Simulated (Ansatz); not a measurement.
**A relaxation, step by step**

SiH₅TeCl (SMILES [SiH3]Cl.[TeH2]), closed shell, PBE0-D4/def2-TZVP (Ansatz 0.2.0). Settings:

```yaml
hamiltonian: {xc: pbe0, dispersion: d4}
relax: {f_tol: 0.005, max_steps: 200}
```

Start (the SMILES describes the start alone):

Si1  (0.123, -0.109, -1.655)
Cl2  (1.478, 1.166, -0.694)
H3  (0.463, -1.529, -1.317)
H4  (0.267, 0.121, -3.132)
H5  (-1.267, 0.233, -1.211)
Te6  (0.255, -0.316, 2.301)
H7  (-0.837, -0.756, 3.509)
H8  (-0.481, 1.189, 2.199)
(Å)

```
              step  energy less the last (meV)  largest force component (eV/Å)
                 1                        35.2                           0.491
                 2                         9.1                           0.339
                 3                         1.2                           0.047
                 4                         0.8                           0.009
                 5                         0.7                           0.011
6 (rejected trial)                         1.6                           0.139
                 7                         0.4                           0.003
                 8                         0.2                           0.010
                 9                         0.2                           0.033
                10                         0.0                           0.006
                11                         0.0                           0.001
                12                         0.0                           0.003
```

Step 4, positions (Å) and forces (eV/Å):

| atom | x | y | z | Fx | Fy | Fz |
| --- | --- | --- | --- | --- | --- | --- |
| Si1 | 0.129 | -0.104 | -1.685 | 0.004 | 0.004 | 0.004 |
| Cl2 | 1.468 | 1.157 | -0.753 | -0.005 | -0.002 | -0.009 |
| H3 | 0.471 | -1.500 | -1.332 | 0.002 | 0.005 | 0.003 |
| H4 | 0.262 | 0.111 | -3.144 | -0.003 | -0.002 | 0.001 |
| H5 | -1.236 | 0.240 | -1.229 | 0.004 | 0.002 | 0.002 |
| Te6 | 0.231 | -0.321 | 2.359 | -0.006 | -0.003 | 0.007 |
| H7 | -0.844 | -0.749 | 3.549 | 0.000 | 0.003 | -0.006 |
| H8 | -0.481 | 1.167 | 2.236 | 0.003 | -0.005 | -0.004 |

Step 7, positions (Å) and forces (eV/Å):

| atom | x | y | z | Fx | Fy | Fz |
| --- | --- | --- | --- | --- | --- | --- |
| Si1 | 0.128 | -0.101 | -1.676 | 0.001 | 0.000 | 0.002 |
| Cl2 | 1.468 | 1.171 | -0.761 | -0.001 | -0.001 | -0.003 |
| H3 | 0.480 | -1.492 | -1.318 | 0.002 | 0.002 | 0.001 |
| H4 | 0.250 | 0.106 | -3.138 | -0.002 | -0.001 | 0.001 |
| H5 | -1.235 | 0.240 | -1.214 | 0.001 | 0.001 | 0.002 |
| Te6 | 0.236 | -0.336 | 2.362 | 0.000 | 0.000 | 0.001 |
| H7 | -0.863 | -0.744 | 3.535 | -0.002 | -0.001 | -0.002 |
| H8 | -0.464 | 1.156 | 2.209 | 0.001 | 0.000 | -0.002 |

Step 9, positions (Å) and forces (eV/Å):

```tsv
atom	x	y	z	Fx	Fy	Fz
Si1	0.129	-0.098	-1.657	-0.003	0.000	-0.011
Cl2	1.477	1.187	-0.775	0.002	0.000	0.004
H3	0.494	-1.485	-1.295	0.002	-0.003	0.001
H4	0.224	0.099	-3.122	0.000	0.000	0.003
H5	-1.228	0.240	-1.175	-0.001	0.001	0.004
Te6	0.247	-0.345	2.357	-0.033	0.019	0.021
H7	-0.896	-0.744	3.493	0.020	-0.005	-0.016
H8	-0.447	1.146	2.174	0.013	-0.011	-0.004
```

Last step (12):

```
8
angstrom
Si 0.1309 -0.1002 -1.6508
Cl 1.4938 1.1788 -0.7804
H 0.5000 -1.4893 -1.3022
H 0.2054 0.1057 -3.1164
H -1.2184 0.2366 -1.1470
Te 0.2513 -0.3299 2.3588
H -0.9028 -0.7528 3.4720
H -0.4603 1.1511 2.1660
```

Hardware: 4 CPU threads of an Arm Neoverse V2, shared host. Wall time about 28 s.
